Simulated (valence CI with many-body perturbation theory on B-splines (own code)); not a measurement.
# Which ion has this spectrum?

A relativistic CI+MBPT calculation for an atom or ion with 6 electrons gives these levels (eV):

| J | Parity | E | g |
| --- | --- | --- | --- |
| 0 | even | 0.0 |  |
| 1 | even | 2285.3 | 1.46 |
| 2 | even | 2303.3 | 1.12 |
| 2 | odd | 2645.1 | 1.47 |
| 1 | odd | 2746.3 | 1.11 |
| 2 | even | 4621.1 | 1.28 |
| 0 | even | 4694.4 |  |
| 2 | odd | 4898.5 | 1.54 |
| 3 | odd | 4944.7 | 1.28 |
| 0 | odd | 5021.6 |  |
| 1 | odd | 5047.6 | 1.29 |
| 2 | odd | 5055.2 | 1.03 |
| 1 | odd | 5060.8 | 1.28 |
| 2 | even | 5435.6 | 1.29 |

The energies are calculated, and their last digits are not significant.

Question: Which is it?
A. Bi77+
B. Pb76+
C. At79+
D. Au73+

Answer: B. Pb76+, ground level (2s^2 2p1/2^2) J=0.
